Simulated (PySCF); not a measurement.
Rows and methods have been separated. Pair them.

Species: H₆N₂SSi.
InChI=1S/H6N2SSi/c1-4(2)3/h3-4H,1-2H2

The closed-shell ground state was solved 7 times with PySCF (density fitting, gas phase), always with PBE0, in these basis sets: 6-31G, STO-3G, def2-SVP, def2-TZVP, pcSseg-0, pcSseg-1 and pcSseg-2. One conformer (not necessarily the lowest) at the PBE0-D3(BJ)/def2-SVP geometry, without solvent, vibrations or thermal averaging.

```
row  total energy (Eh)  HOMO (eV)  LUMO (eV)  dipole (D)
  P          -799.4046      -7.08       1.06        2.28
  Q          -800.5960      -7.12       0.24        1.55
  R          -800.1968      -6.83       1.15        1.62
  S          -800.3425      -7.01       1.27        2.23
  T          -800.5788      -7.04       0.61        1.49
  U          -791.2358      -3.20       6.42        1.29
  V          -800.4595      -7.04       0.75        1.77
```

Which basis belongs to which row?

P = pcSseg-0, Q = pcSseg-2, R = def2-SVP, S = 6-31G, T = def2-TZVP, U = STO-3G, V = pcSseg-1. From the lowest total energy up: pcSseg-2 (242 functions) 0 eV; def2-TZVP (172 functions) +0.47 eV; pcSseg-1 (112 functions) +3.72 eV; 6-31G (56 functions) +6.90 eV; def2-SVP (94 functions) +10.86 eV; pcSseg-0 (56 functions) +32.42 eV; STO-3G (34 functions) +254.71 eV.

The values belong to the conformer `[NH2:1][SiH:2]([NH2:3])[SH:4]`: H–N1–Si2–N3 161°, H–N1–Si2–N3 -57°, H–N3–Si2–N1 166°, H–N3–Si2–N1 -44°, H–S4–Si2–N1 93°.
